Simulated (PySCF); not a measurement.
Level of theory: PBE-D3(BJ)/def2-TZVP // CAM-B3LYP-D3(BJ)/def2-TZVP (PySCF 2.14.0). All species are isolated molecules in the gas phase. One relaxed conformer stands for a flexible species; it need not be the lowest. Delta-SCF ions had no search for a lower state. Excitations are Tamm–Dancoff values on a coarser integration grid. The basis has no diffuse functions, so Rydberg states are missing or too high.

Reference species (SMILES): `BC(=C)CC#N` (neutral, multiplicity 1).

* **T1 excitation (TDA)**: 3.55 eV
* **vertical ionisation energy (Delta-SCF)**: 10.57 eV
* **S1 excitation (TDA)**: 4.58 eV
* **HOMO**: -7.69 eV

Changed species: `C(#N)/C(=C/B)C`.

### Question
Predict the effect on the T1 excitation (TDA), vertical ionisation energy (Delta-SCF), S1 excitation (TDA) and HOMO.

### Answer
the T1 excitation (TDA) falls by 0.53 eV, to 3.02 eV; the vertical ionisation energy (Delta-SCF) falls by 0.14 eV, to 10.43 eV; the S1 excitation (TDA) falls by 0.32 eV, to 4.26 eV; the HOMO goes up by 0.18 eV, to -7.51 eV.
